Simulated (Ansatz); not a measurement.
Ligand exchange: GaH2(CH3) + KOH → GaH2(OH) + CH3K

Species: GaH2(CH3), singlet; KOH `[OH][K]`, singlet; GaH2(OH), singlet; CH3K `[CH3][K]`, singlet. The partners trade CH3 for OH: Ga–CH3 and K–OH bonds give way to Ga–OH and K–CH3.

Shapes, held fixed at every level: PBE0-D4/def2-TZVP. Programs: Ansatz 0.2.0. Electronic energies: no zero-point or thermal term.

```csv
level,kind,ΔE (kJ/mol),less CCSD(T)/def2-TZVPP,CPU time (sum over the molecules)
SPW92/def2-TZVPP,LDA,+68.0,-0.2,5.9 s
PBE-D4/def2-TZVPP,GGA,+66.0,-2.2,14 s
B3LYP-D4/def2-TZVPP,global hybrid,+71.3,+3.1,16 s
r2SCAN0-D4/def2-TZVPP,global hybrid,+81.0,+12.8,20 s
wB97M-V/def2-TZVPP,range-separated hybrid,+75.3,+7.1,51 s
CCSD/def2-SVP,coupled cluster or CI,+61.4,-6.8,–
CCSD/def2-TZVPP,coupled cluster or CI,+71.7,+3.5,–
CCSD(T)/def2-TZVPP,coupled cluster or CI,+68.2,0.0,68 s
```

The highest level, CCSD(T)/def2-TZVPP, gives ΔE = +68.2 kJ/mol; the levels span +61.4 to +81.0. The column of differences is taken from that level and isn't an error. No measured value is set beside it here. Relativity is left out for Ga. Outer-core shells of Ga, K are correlated, in sets that cover them unevenly. Times are processor times on shared x86 and Arm servers, and rough.
